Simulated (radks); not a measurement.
The indium ion In21+, 28 electrons, occupied as [Ar] 3d10.

All-electron calculation, scalar-relativistic Kohn-Sham, SCAN, spin-polarised, spherical densities, finite nucleus; meta-GGA in the generalised Kohn-Sham scheme; Fermi nuclear charge, rms radius 4.6156 fm. Program: a radial shooting solver on a logarithmic mesh with Libxc functionals.

Energy parts (hartree):
total: -5692.19870
kinetic: 5939.99120
electron-nucleus: -13088.84513
Hartree: 1597.12808
exchange-correlation: -140.47285

Orbitals (lengths in bohr, moments of r in powers of bohr):
[
 {"orbital": "1s", "occ.": "2", "eigenvalue (hartree)": "-1044.799", "<r^4>": "3.722e-06", "<r>": "0.02971"},
 {"orbital": "2s", "occ.": "2", "eigenvalue (hartree)": "-175.9777", "<r^4>": "0.0006457", "<r>": "0.1282"},
 {"orbital": "2p", "occ.": "6", "eigenvalue (hartree)": "-160.1944", "<r^4>": "0.0004640", "<r>": "0.1120"},
 {"orbital": "3s", "occ.": "2", "eigenvalue (hartree)": "-50.61120", "<r^4>": "0.02706", "<r>": "0.3428"},
 {"orbital": "3p", "occ.": "6", "eigenvalue (hartree)": "-45.36302", "<r^4>": "0.02806", "<r>": "0.3400"},
 {"orbital": "3d", "occ.": "10", "eigenvalue (hartree)": "-37.35980", "<r^4>": "0.02415", "<r>": "0.3143"}
]

The highest occupied level is 3d at -1016.6 eV. The density falls to 0.001 e/bohr^3 at r = 1.09 bohr. The electron density at the nucleus is 1.789e+05 e/bohr^3 (large components only). Summed over all electrons, <r^2> = 2.367 bohr^2, which gives a Langevin (diamagnetic) susceptibility term of -1.87 x 10^-6 cm^3/mol.
